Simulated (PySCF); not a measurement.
Compound: C₅H₁₅AlBNO₂.
SMILES with atom numbers: `[CH3:1][N+:2]1([CH3:3])[AlH2-:4][CH2:5][CH2:6][C@H:7]1[B:8]([OH:9])[OH:10]` (hydrogens: H11, H12, H13 on C1; H14, H15, H16 on C3; H17, H18 on Al4; H19, H20 on C5; H21, H22 on C6; H23 on C7; H24 on O9; H25 on O10)

Geometry (PBE0-D3(BJ)/def2-SVP, Å), atoms numbered from 1 in this order:
```xyz
25
C5H15AlBNO2 angstrom
C     -1.8425   -0.9182   -0.5025
N     -0.8045   -0.1524    0.2012
C     -0.6231   -0.6762    1.5635
Al    -1.3371    1.8562    0.3275
C      0.5790    2.3624    0.0477
C      1.3531    1.0428   -0.0198
C      0.4821   -0.1066   -0.5605
B      1.2740   -1.4845   -0.7156
O      2.5698   -1.5086   -1.1317
O      0.6703   -2.6777   -0.4666
H     -1.9828   -0.4992   -1.5078
H     -1.5721   -1.9819   -0.5757
H     -2.7927   -0.8180    0.0410
H     -0.2684   -1.7182    1.5405
H      0.0959   -0.0545    2.1130
H     -1.5805   -0.6233    2.0979
H     -2.2941    2.0419   -0.9548
H     -2.0317    1.9760    1.7732
H      0.6524    2.8855   -0.9222
H      1.0185    3.0380    0.7980
H      1.7368    0.7680    0.9784
H      2.2537    1.1247   -0.6597
H      0.1881    0.1846   -1.5890
H      2.9474   -0.6311   -1.2484
H      1.2751   -3.4144   -0.6180
```

Computed at PBE0/pcSseg-1 (PySCF, non-relativistic), with Q(14N) = 0.02044 b, Q(27Al) = 0.1466 b, Q(11B) = 0.04059 b, Q(17O) = −0.0256 b: N2, 14N (I = 1): χzz = -4.163 MHz, η = 0.030; Al4, 27Al (I = 5/2): χzz = 28.09 MHz, η = 0.075; B8, 11B (I = 3/2): χzz = 3.421 MHz, η = 0.346; O9, 17O (I = 5/2): χzz = -7.952 MHz, η = 0.230; O10, 17O (I = 5/2): χzz = -8.207 MHz, η = 0.200.

**Question.** Find the zero-field quadrupole resonance frequencies of 14N at N2.

**Answer.** From ν± = (3/4)|χ|(1 ± η/3) and ν0 = |χ|η/2: ν+ 3.153 MHz, ν− 3.092 MHz, ν0 0.062 MHz (nitrogen bonded to Al and 3 C).

**Question.** Where would the pure quadrupole (NQR) lines of 27Al at Al4 fall for the rigid, isolated species?

**Answer.** From the eigenvalues of H = χ/[4I(2I − 1)] × [3Iz² − I(I + 1) + η(Ix² − Iy²)], steps between neighbouring levels, labelled as for η = 0: ±1/2↔±3/2 4.239 MHz, ±3/2↔±5/2 8.416 MHz (aluminium bonded to C, N and 2 H).

**Question.** Where would the pure quadrupole (NQR) lines of 11B at B8 fall for the rigid, isolated species?

**Answer.** From ν = (|χ|/2)√(1 + η²/3): ν = 1.744 MHz (three-coordinate boron).

**Question.** Where would the pure quadrupole (NQR) lines of 17O at O9 fall for the rigid, isolated species?

**Answer.** From the eigenvalues of H = χ/[4I(2I − 1)] × [3Iz² − I(I + 1) + η(Ix² − Iy²)], steps between neighbouring levels, labelled as for η = 0: ±1/2↔±3/2 1.260 MHz, ±3/2↔±5/2 2.361 MHz (boron-bound oxygen).

**Question.** Where would the pure quadrupole (NQR) lines of 17O at O10 fall for the rigid, isolated species?

**Answer.** From the eigenvalues of H = χ/[4I(2I − 1)] × [3Iz² − I(I + 1) + η(Ix² − Iy²)], steps between neighbouring levels, labelled as for η = 0: ±1/2↔±3/2 1.284 MHz, ±3/2↔±5/2 2.443 MHz (boron-bound oxygen).

In a crystal, neighbours and librations shift these lines. With so small a basis the couplings can be 20 % off.

One conformer stands for the species.
